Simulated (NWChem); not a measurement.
System: CH6AuNS; SMILES C[S][Au]<-[NH3]

NWChem printed, in part:

```
             Northwest Computational Chemistry Package (NWChem) 7.3.0
             --------------------------------------------------------

 C1  symmetry detected

                             Geometry "geometry" -> ""
                             -------------------------

 Output coordinates in angstroms (scale by  1.889725989 to convert to a.u.)

  No.       Tag          Charge          X              Y              Z
 ---- ---------------- ---------- -------------- -------------- --------------
    1 Au                  79.0000     0.05732283    -0.36169563    -0.00004296
    2 S                   16.0000     0.57592594     1.84652257     0.00013652
    3 C                    6.0000    -1.03562933     2.69985532     0.00002091
    4 H                    1.0000    -1.62936893     2.47183781    -0.89665576
    5 H                    1.0000    -0.81669986     3.77834650     0.00105704
    6 H                    1.0000    -1.63029882     2.47029248     0.89567259
    7 N                    7.0000    -0.32658566    -2.47817657     0.00042969
    8 H                    1.0000    -0.75265134    -2.78704561     0.87471804
    9 H                    1.0000     0.53864364    -3.00654984    -0.11859948
   10 H                    1.0000    -0.95306767    -2.74918380    -0.75811605

 Effective nuclear repulsion energy (a.u.)     675.9897098284

 Summary of "ao basis" -> "ao basis" (spherical)
 ------------------------------------------------------------------------------
       Tag                 Description            Shells   Functions and Types
 ---------------- ------------------------------  ------  ---------------------
 Au                         def2-svp                12       32   6s3p2d1f
 S                          def2-svp                 8       18   4s3p1d
 C                          def2-svp                 6       14   3s2p1d
 H                          def2-svp                 3        5   2s1p
 N                          def2-svp                 6       14   3s2p1d

            General Information
            -------------------
          SCF calculation type: DFT
          Wavefunction type:  closed shell.
          No. of atoms     :    10
          No. of electrons :    54
           Alpha electrons :    27
            Beta electrons :    27
          Charge           :     0
          Spin multiplicity:     1
          Use of symmetry is: off; symmetry adaption is: off
          Maximum number of iterations: 150
          AO basis - number of functions:   108
                     number of shells:    50
          Convergence on energy requested:  1.00D-06
          Convergence on density requested:  1.00D-05
          Convergence on gradient requested:  5.00D-04

              XC Information
              --------------
          PerdewBurkeErnzerhof Exchange Functional  1.000
            Perdew 1991 LDA Correlation Functional  1.000 local
           PerdewBurkeErnz. Correlation Functional  1.000 non-local

             Grid Information
             ----------------
          Grid used for XC integration:  medium
          Radial quadrature: Mura-Knowles
          Angular quadrature: Lebedev.
          Tag              B.-S. Rad. Rad. Pts. Rad. Cut. Ang. Pts.
          ---              ---------- --------- --------- ---------
          Au                  1.35      123          11.0       590
          S                   1.00       88          12.0       590
          C                   0.70       49          13.0       434
          H                   0.35       45          15.0       434
          N                   0.65       49          14.0       434
          Grid pruning is: on
          Number of quadrature shells:   579
          Spatial weights used:  Erf1

      Superposition of Atomic Density Guess
      -------------------------------------

 Sum of atomic energies:        -644.65607725

      Non-variational initial energy
      ------------------------------

 Total energy =    -628.416886
 1-e energy   =   -1368.744311
 2-e energy   =     511.617976
 HOMO         =      -0.266904
 LUMO         =      -0.022346

     ---------------------------------------------
      Total Density - Mulliken Population Analysis
     ---------------------------------------------

    Atom       Charge   Shell Charges
 -----------   ------   -------------------------------------------------------
    1 Au  19    19.10   0.07 -0.47  1.81  0.61  0.77  0.34  5.59  0.46  0.10  8.73  1.09  0.01
    2 S   16    16.40   2.00  1.99  1.20  0.65  5.94  1.77  2.79  0.05
    3 C    6     6.22   1.99  0.94  0.25  1.94  1.08  0.03
    4 H    1     0.89   0.68  0.19  0.02
    5 H    1     0.89   0.67  0.19  0.02
    6 H    1     0.89   0.68  0.19  0.02
    7 N    7     7.35   1.99  0.99  0.40  2.40  1.56  0.01
    8 H    1     0.75   0.59  0.12  0.04
    9 H    1     0.75   0.59  0.12  0.04
   10 H    1     0.75   0.59  0.12  0.04

   convergence    iter        energy       DeltaE   RMS-Dens  Diis-err
 ---------------- ----- ----------------- --------- --------- ---------
 d= 0,ls=0.0,diis     1   -629.9066266893 -8.59D+02  1.75D-02  6.27D-01
 d= 0,ls=0.0,diis     2   -629.7542650895  1.52D-01  1.30D-02  2.00D+00
 d= 0,ls=0.0,diis     3   -629.9866759423 -2.32D-01  4.05D-03  4.24D-02
 d= 0,ls=0.0,diis     4   -629.9872888636 -6.13D-04  2.11D-03  3.15D-02
 d= 0,ls=0.0,diis     5   -629.9925830295 -5.29D-03  2.40D-04  1.33D-03
  Resetting Diis
 d= 0,ls=0.0,diis     6   -629.9927105221 -1.27D-04  8.22D-05  1.16D-04
 d= 0,ls=0.0,diis     7   -629.9927231271 -1.26D-05  4.16D-05  7.78D-06
 d= 0,ls=0.0,diis     8   -629.9927217884  1.34D-06  2.56D-05  2.03D-05
 d= 0,ls=0.0,diis     9   -629.9927239848 -2.20D-06  4.48D-06  3.87D-07
 d= 0,ls=0.0,diis    10   -629.9927240276 -4.28D-08  1.67D-06  1.69D-08

[...]
```

Level: PBE/def2-SVP with def2 effective core potentials on Au. Structure relaxed at the PBE0/def2-SVP level. Not confirmed as a minimum by frequencies. def2 effective core potentials on Au; no spin-orbit coupling.

Question: Which NWChem input produces such a log?

Answer: One answer among several that fit: the input that was run:
```
start job
memory heap 200 mb stack 900 mb global 1100 mb
geometry units angstroms noautoz
  Au     0.047479    -0.395133     0.001110
  S      0.555389     1.815569     0.002077
  C     -1.060275     2.661093    -0.000411
  H     -1.651579     2.430220    -0.897966
  H     -0.846569     3.740631     0.000959
  H     -1.655149     2.428640     0.894359
  N     -0.326183    -2.513447     0.000995
  H     -0.752040    -2.824389     0.874650
  H      0.541768    -3.037625    -0.116761
  H     -0.950225    -2.787470    -0.758478
end
basis spherical
  Au library def2-svp
  S library def2-svp
  C library def2-svp
  H library def2-svp
  N library def2-svp
end
ecp
  Au library def2-ecp
end
dft
  xc xpbe96 cpbe96
  iterations 150
  mulliken
end
task dft energy
```
